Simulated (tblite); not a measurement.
C₄H₃ClO₂.
Bonds: C1–O2, O2–C3, C3–C4 (double), C4–Cl5, C4–C6, C6–O7 (double), C3–C6. Hydrogens: H8, H9, H10 on C1.

Structure optimised with GFN2-xTB, isolated species.

Question: Give the optimised bond lengths and angles.

Answer: 
| bond | length (bohr) | order |
| --- | --- | --- |
| C1–O2 | 2.700 | single |
| O2–C3 | 2.470 | single |
| C3–C4 | 2.571 | aromatic |
| C4–Cl5 | 3.191 | single |
| C4–C6 | 2.695 | aromatic |
| C6=O7 | 2.255 | double |
| C3–C6 | 2.733 | aromatic |
| C1–H8, C1–H9, C1–H10 | 2.061 | single |

Bonds in one row agree within 0.02 bohr and their mean is given. Orders are formal, as drawn. A selection of angles:
| angle | degrees |
| --- | --- |
| O2–C1–H8 | 106.9 |
| O2–C1–H9 | 111.3 |
| O2–C1–H10 | 109.2 |
| H8–C1–H9 | 110.1 |
| C1–O2–C3 | 116.3 |
| O2–C3–C4 | 146.1 |
| O2–C3–C6 | 152.8 |
| C4–C3–C6 | 61.0 |
| C3–C4–Cl5 | 143.8 |
| C3–C4–C6 | 62.5 |
| Cl5–C4–C6 | 153.8 |
| C4–C6–O7 | 153.0 |
| C3–C6–C4 | 56.5 |
| C3–C6–O7 | 150.5 |

Torsions: C1–O2–C3–C4 179° (antiperiplanar). The mirror-image conformer, all signs reversed, is as good.

The 3-membered ring C3–C4–C6 has internal angles of 56.5° to 62.5°. Of the pairs four or more bonds apart, C6···H9 is among the closest relative to their van der Waals radii: 2.94 Å, 101 % of the sum of Bondi's values. The 7 heavy atoms lie in one plane (0.011 Å rms). The C–C distances run from 1.361 Å (C3–C4, drawn aromatic) to 1.446 Å (C3–C6, drawn aromatic), a spread of 0.085 Å. The 3 C–O bonds span 1.193 Å (C6=O7, drawn double) to 1.429 Å (C1–O2, drawn single), a spread of 0.236 Å.

Point group: C1 (no symmetry element, even within 0.4 Å). GFN2-xTB frequencies show an imaginary mode (34i cm⁻¹), so the point is no minimum at that level.

These are computed values.
